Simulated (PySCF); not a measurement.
# Dipole moment and polarisability of `[SiH3][SiH2]C1CCC1`

Compound: C4H12Si2.
Atom-mapped SMILES: `[SiH3:1][SiH2:2][CH:3]1[CH2:4][CH2:5][CH2:6]1` (hydrogens: H7, H8, H9 on Si1; H10, H11 on Si2; H12 on C3; H13, H14 on C4; H15, H16 on C5; H17, H18 on C6)

Geometry (PBE0-D3(BJ)/def2-SVP, Å), atoms numbered from 1 in this order:
```xyz
18
C4H12Si2 angstrom
Si     2.781    0.328    0.287
Si     0.799   -0.865    0.674
C     -0.531   -0.363   -0.570
C     -1.953   -0.892   -0.242
C     -2.302    0.491    0.338
C     -1.072    1.079   -0.378
H      3.846   -0.055    1.266
H      2.540    1.801    0.407
H      3.288    0.052   -1.094
H      0.320   -0.581    2.067
H      1.076   -2.335    0.578
H     -0.159   -0.600   -1.581
H     -2.521   -1.114   -1.160
H     -2.042   -1.762    0.428
H     -2.190    0.517    1.432
H     -3.286    0.913    0.084
H     -1.332    1.546   -1.341
H     -0.452    1.795    0.186
```

Level: CAM-B3LYP/def2-SVPD (PySCF), static field, nuclei fixed, core orbitals frozen in the response. The polarisability tensor in these axes (au):

```
x   123.61   3.38   1.92
y     3.38  98.15  -2.33
z     1.92  -2.33  91.01
```

Problem. What are the eigenvalues, a third of the trace, and Δα (Δα² = ½Σ(αi − αj)² over the three pairs)?

Solution. Principal values 90.08, 98.57 and 124.13 au; mean 104.26 au = 15.45 Å³ = 17.19 × 10⁻⁴⁰ C²·m²/J; Δα = 30.70 au (29 % of the mean).

Problem. What is the dipole moment, and where does it point?

Solution. (-0.91, 0.10, -0.49) D, 1.04 D in size, pointing from the negative to the positive side. Measured along this direction, the outermost atoms are H7 at the negative end and H16 at the positive end.

Problem. What would n − 1 = 2πNα be for an ideal gas of these molecules at 298.15 K and 1 atm, electronic part alone?

Solution. N = p/kT = 2.4615 × 10¹⁹ cm⁻³, so n − 1 = 2π × N × 15.45 × 10⁻²⁴ cm³ = 2389 × 10⁻⁶ at long wavelengths, for an ideal gas.

Problem. Traceless (Buckingham) quadrupole moment about the centre of nuclear charge: eigenvalues?

Solution. -1.81, -0.07, 1.88 D·Å. The values depend on the origin, since the dipole doesn't vanish. The electronic extent ⟨r²⟩ about the same centre is 1236 bohr², a root-mean-square distance of 2.33 Å for the 64 electrons.

Problem. Rayleigh depolarisation ratio (linearly polarised light, static tensor)?

Solution. ρ = 3Δα²/(45ᾱ² + 4Δα²) = 2827.7/(489155 + 3770.2) = 0.00574.

Problem. In TDDFT the mean static polarisability is Σ f/ω² over all singlet excitations (ω in hartree). How much of it do the 6 lowest give? Their energies (eV) and oscillator strengths: 7.14, 0.0368; 7.36, 0.0166; 7.48, 0.0164; 7.61, 0.0407; 7.82, 0.2353; 7.98, 0.1292.

Solution. They add up to 5.85 au, 5.6 % of the 104.26 au; the largest single term is 2.85 au, from the state at 7.82 eV. Terms in order: 0.53, 0.23, 0.22, 0.52, 2.85, 1.50 au. Higher excitations give the rest. The strengths listed sum to 0.475.

One conformer (not necessarily the lowest) at the PBE0-D3(BJ)/def2-SVP geometry, without solvent, vibrations or thermal averaging.
